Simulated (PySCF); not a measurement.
Potential energy of BeAl along the bond

Set-up: PySCF, no relativity, basis sets Be def2-TZVP, Al def2-TZVP. Energies in eV from Be + Al in their ground configurations at the same level. State: ²Π (doublet), unpaired electrons π ↑.

All columns are PBE. A positive dipole means Be(−)Al(+).

```json
{"R (Å)": "2.079", "E (eV)": "-0.580", "μ (D)": "-0.34", "Mulliken charge on Be (basis-dependent)": "-0.16", "HOMO (eV)": "-4.02", "LUMO (eV)": "-3.74", "Mayer bond order": "1.70", "⟨S²⟩": "0.77"}
{"R (Å)": "2.175", "E (eV)": "-0.780", "μ (D)": "-0.27", "Mulliken charge on Be (basis-dependent)": "-0.13", "HOMO (eV)": "-3.90", "LUMO (eV)": "-3.62", "Mayer bond order": "1.63", "⟨S²⟩": "0.76"}
{"R (Å)": "2.272", "E (eV)": "-0.891", "μ (D)": "-0.20", "Mulliken charge on Be (basis-dependent)": "-0.10", "HOMO (eV)": "-3.80", "LUMO (eV)": "-3.52", "Mayer bond order": "1.56", "⟨S²⟩": "0.76"}
{"R (Å)": "2.345", "E (eV)": "-0.931", "μ (D)": "-0.14", "Mulliken charge on Be (basis-dependent)": "-0.09", "HOMO (eV)": "-3.73", "LUMO (eV)": "-3.45", "Mayer bond order": "1.50", "⟨S²⟩": "0.76"}
{"R (Å)": "2.417", "E (eV)": "-0.942", "μ (D)": "-0.09", "Mulliken charge on Be (basis-dependent)": "-0.07", "HOMO (eV)": "-3.67", "LUMO (eV)": "-3.39", "Mayer bond order": "1.44", "⟨S²⟩": "0.76"}
{"R (Å)": "2.490", "E (eV)": "-0.932", "μ (D)": "-0.04", "Mulliken charge on Be (basis-dependent)": "-0.06", "HOMO (eV)": "-3.62", "LUMO (eV)": "-3.34", "Mayer bond order": "1.38", "⟨S²⟩": "0.76"}
{"R (Å)": "2.586", "E (eV)": "-0.895", "μ (D)": "0.03", "Mulliken charge on Be (basis-dependent)": "-0.04", "HOMO (eV)": "-3.55", "LUMO (eV)": "-3.27", "Mayer bond order": "1.30", "⟨S²⟩": "0.76"}
{"R (Å)": "2.707", "E (eV)": "-0.824", "μ (D)": "0.09", "Mulliken charge on Be (basis-dependent)": "-0.03", "HOMO (eV)": "-3.48", "LUMO (eV)": "-3.20", "Mayer bond order": "1.20", "⟨S²⟩": "0.76"}
{"R (Å)": "2.852", "E (eV)": "-0.720", "μ (D)": "0.16", "Mulliken charge on Be (basis-dependent)": "-0.01", "HOMO (eV)": "-3.41", "LUMO (eV)": "-3.18", "Mayer bond order": "1.07", "⟨S²⟩": "0.76"}
{"R (Å)": "3.045", "E (eV)": "-0.576", "μ (D)": "0.20", "Mulliken charge on Be (basis-dependent)": "0.00", "HOMO (eV)": "-3.33", "LUMO (eV)": "-3.19", "Mayer bond order": "0.90", "⟨S²⟩": "0.76"}
```

A fit through these points gives, at Re = 2.417 Å, μ = -0.09 D and dμ/dR = 0.726 D/Å; the reduced mass is 6.756 u.

Q: How strong is the fundamental in the double-harmonic approximation, I = 42.26·(dμ/dR)²/μred km/mol?

A: I = 42.26·(0.726)²/6.756 = 3.30 km/mol at PBE.

The state was picked by a PBE0 search and need not be the measured ground state.
